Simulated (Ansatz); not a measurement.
`[SiH3][SiH2]Br` + `C[O][AlH][NH2]` → `[NH2][AlH][O][SiH2][SiH3]` + `CBr`  (formal exchange of groups at the Si–Br bond)

Program: Ansatz. Geometries: PBE0-D4/def2-TZVP. ΔE: electronic, gas phase. CBS: MP2 limit from def2 TZ/QZ plus the TZ coupled-cluster correction, frozen cores. This one scheme is used for every species. Functionals use def2-TZVPP. B3LYP here is the variant with VWN-RPA as its local correlation; programs differ in this. For Br outer-core shells are correlated without core-valence functions, which leaves a few kJ/mol of doubt a bond. Scalar relativity is left out up to krypton. Each species was taken in one conformer, which may not be the lowest.

```
             level  ΔE (kcal/mol)
            PBE-D4          -11.7
         r2SCAN-D4          -13.2
           ωB97M-V          -13.3
               PBE          -11.1
             B3LYP          -13.1
SCS-MP2/def2-TZVPP          -15.2
     HF/def2-QZVPP          -14.1
    CCSD/CBS(def2)          -13.9
```

**Question.** What does CCSD(T)/CBS give? (Estimate.)

**Answer.** Computed: -14.0 kcal/mol. The listed levels differ from it by 2.3, 0.8, 0.7, 2.9, 0.9, -1.2, -0.1, 0.1 kcal/mol.

Largest T1 diagnostic among the species: 0.012.

In def2-TZVPP, CCSD(T) changes the Hartree–Fock value by −1.0 kcal/mol (the triples alone add −0.1 kcal/mol) and MP2 by −1.1 kcal/mol. The D4 term adds −1.0 kcal/mol with B3LYP and −0.7 kcal/mol with PBE0; it sums over pairs of atoms, weighted by their polarisabilities, and B3LYP, whose exchange is more repulsive, gets the larger term.
